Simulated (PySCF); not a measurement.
Cartesian coordinates (Å):
```xyz
5

B      1.2529     0.1094     0.4510
C      0.0004    -0.1411    -0.0011
B     -1.2528    -0.3919    -0.4514
H      2.3376     0.3262     0.8426
H     -2.3380    -0.6092    -0.8412
```
Charge 0, multiplicity 1.

**Question.** Estimate the LUMO, dipole moment and HOMO–LUMO gap that PBE0-D3(BJ)/def2-TZVP (PySCF) returns for this input.

**Answer.** 
```json
{
  "LUMO": "-1.83 eV",
  "dipole_moment": "0.00 D",
  "HOMO–LUMO gap": "5.72 eV"
}
```
